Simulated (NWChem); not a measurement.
# C2H3ClO2Si; SMILES C=C1O[SiH](Cl)O1

```xyz
9

C     -0.6141     2.7743     0.0000
C     -0.1267     1.5408     0.0000
O      0.1892     0.7522    -1.0871
Si     0.6726    -0.4505     0.0000
Cl    -0.4597    -2.1368     0.0000
O      0.1892     0.7522     1.0871
H     -0.8126     3.2735    -0.9466
H     -0.8126     3.2735     0.9466
H      2.0960    -0.8273     0.0000
```
Atoms are numbered in this order, from 1.

Coordinates come from a PBE0/def2-SVP optimisation.

Problem. Give the principal values of the shielding tensors (ppm) of C1, C2, O3, Si4, Cl5 from B3LYP/6-31G* (spherical d), GIAO (NWChem), with their diamagnetic and paramagnetic parts as GIAO splits them.

Solution. 
```tsv
atom	σ11	σ22	σ33	isotropic	diamagnetic	paramagnetic
C1	72.9	147.7	170.9	130.5	261.1	-130.6
C2	-53.1	76.4	82.1	35.2	248.2	-213.0
O3	139.4	159.7	185.5	161.5	389.6	-228.0
Si4	373.6	403.6	410.8	396.0	881.7	-485.7
Cl5	705.9	804.3	1002.0	837.4	1148.1	-310.6
```
